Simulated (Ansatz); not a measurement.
Start from `[SH][Sn]([Cl])([Cl])[Cl]` and change one atom or group to get `[Cl][Sn]([Cl])([Cl])[Cl]`.

Ansatz, PBE0-D4/def2-TZVP geometries, multiplicity 1. Each molecule was computed in one conformer, which needn't be the lowest.

Elements past krypton have def2 core potentials.

```
                                          property  `[SH][Sn]([Cl])([Cl])[Cl]`
               HOMO energy (B3LYP/def2-TZVPP) / eV                       -8.21
size of the dipole moment (ωB97M-V/def2-TZVPP) / D                        1.72
              HOMO–LUMO gap (PBE0/def2-TZVPP) / eV                        5.62
    size of the dipole moment (PBE/def2-TZVPP) / D                        1.68
                HOMO energy (PBE0/def2-TZVPP) / eV                       -8.48
  size of the dipole moment (B3LYP/def2-TZVPP) / D                        1.73
```

Task: What does the change do to each property? (Best estimate.)

Result: The calculation gave: 
| property | `[Cl][Sn]([Cl])([Cl])[Cl]` | shift |
| --- | --- | --- |
| HOMO energy (B3LYP/def2-TZVPP) / eV | -9.46 | -1.25 |
| size of the dipole moment (ωB97M-V/def2-TZVPP) / D | 0.00 | -1.72 |
| HOMO–LUMO gap (PBE0/def2-TZVPP) / eV | 6.59 | 0.97 |
| size of the dipole moment (PBE/def2-TZVPP) / D | 0.00 | -1.68 |
| HOMO energy (PBE0/def2-TZVPP) / eV | -9.78 | -1.30 |
| size of the dipole moment (B3LYP/def2-TZVPP) / D | 0.00 | -1.73 |

With PBE0 the HOMO falls by 1.30 eV and the LUMO falls by 0.33 eV, so the gap widens by about 0.97 eV. PBE moves the HOMO by -1.12 eV and ωB97M-V by -1.36 eV.

B3LYP here is the variant with VWN-RPA as its local correlation; programs differ in this.
